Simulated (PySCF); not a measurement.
One of the candidates below gave these computed data.

All candidates are C4H9ClOSi.

* Dipole: 1.88 D [wB97X-D/def2-SVPD]
* UV, first state: lowest singlet excitation: 7.27 eV (170 nm, f = 0.005) [TDDFT wB97X-D/def2-SVPD]
* UV, strongest line: among the 8 lowest singlet transitions: S6 at 8.31 eV (149 nm, f = 0.037) [TDDFT wB97X-D/def2-SVPD]
* Polarisability: 86.1 au [wB97X-D/def2-SVPD]
* Rotational structure: rotational constants A, B, C: 4.839, 0.911, 0.801 GHz [GFN2-xTB]
* 13C NMR: chemical shifts (computed TMS as zero) by class: 84.1 (1 C), 54.3 (1 C), 34.5 (1 C), 12.4 (1 C) ppm [GIAO PBE0/pcSseg-1]

The electronic properties come from PySCF, for the isolated species, density fitting. Levels stand in brackets. One conformer (not necessarily the lowest) at the GFN2-xTB geometry, without solvent, vibrations or thermal averaging. NMR values are class means; diastereotopic atoms form classes of their own.

**Question.** Which candidate is it?
A. `ClC[C@@H]1CC[SiH2]O1`
B. `[SiH3]OCC1(Cl)CC1`
C. `CO[C@@H]1C[C@H]1[SiH2]Cl`
D. `Cl[C@H]1COCC[SiH2]1`
E. `C=CC[Si@@H](O)CCl`

**Answer.** A. It is `ClC[C@@H]1CC[SiH2]O1`. Numbering: `[Cl:1][CH2:2][C@@H:3]1[CH2:4][CH2:5][SiH2:6][O:7]1`. Its formula, C4H9ClOSi, gives 1 degree of unsaturation: 1 ring and 0 π bonds in the structure found. 4 carbons fall into 4 classes; from least to most shielded: ring sp3 carbon bound to oxygen [C3] (84.1 ppm), sp3 C–Cl carbon [C2] (54.3 ppm), ring CH2 carbon [C4] (34.5 ppm), ring sp3 carbon bound to silicon [C5] (12.4 ppm). The optimised geometry has point group C1 and is an asymmetric top.

The others, at the same levels:
- `CO[C@@H]1C[C@H]1[SiH2]Cl` fails: its computed 13C shifts are 61.5 (1 C), 60.9 (1 C), 11.6 (1 C), 9.6 (1 C) ppm, strongest line among the 8 lowest singlet transitions is S3 at 7.75 eV (160 nm, f = 0.041) (against S6 at 8.31 eV) and static isotropic polarisability is 88.4 au (against 86.1 au).
- `Cl[C@H]1COCC[SiH2]1` fails: its computed 13C shifts are 78.6 (1 C), 71.3 (1 C), 41.3 (1 C), 14.1 (1 C) ppm, lowest singlet excitation is 6.80 eV (182 nm, f = 0.009) (against 7.27 eV) and strongest line among the 8 lowest singlet transitions is S6 at 8.00 eV (155 nm, f = 0.033) (against S6 at 8.31 eV).
- `[SiH3]OCC1(Cl)CC1` fails: it has 3 carbon classes against 4; its computed 13C shifts are 69.1 (1 C), 46.4 (1 C), 13.6 (2 C) ppm, lowest singlet excitation is 6.90 eV (180 nm, f = 0.000) (against 7.27 eV) and static isotropic polarisability is 88.1 au (against 86.1 au).
- `C=CC[Si@@H](O)CCl` fails: its computed 13C shifts are 142.7 (1 C), 120.2 (1 C), 33.7 (1 C), 26.9 (1 C) ppm, lowest singlet excitation is 6.60 eV (188 nm, f = 0.113) (against 7.27 eV) and strongest line among the 8 lowest singlet transitions is S2 at 6.93 eV (179 nm, f = 0.177) (against S6 at 8.31 eV).

Each candidate is one conformer, not necessarily the lowest. The conformers computed, where there is a choice (atom-mapped SMILES and torsion angles):
- `[CH3:1][O:2][C@@H:3]1[CH2:4][C@H:5]1[SiH2:6][Cl:7]`: C1–O2–C3–C4 153°, C4–C5–Si6–Cl7 152°
- `[SiH3:1][O:2][CH2:3][C:4]1([Cl:5])[CH2:6][CH2:7]1`: Si1–O2–C3–C4 180°, O2–C3–C4–Cl5 180°
- `[CH2:1]=[CH:2][CH2:3][Si@@H:4]([OH:5])[CH2:6][Cl:7]`: C1–C2–C3–Si4 -108°, C2–C3–Si4–O5 -61°, C3–Si4–C6–Cl7 -168°, H–O5–Si4–C3 162°

The conformers of `ClC[C@@H]1CC[SiH2]O1` and `Cl[C@H]1COCC[SiH2]1` aren't listed.
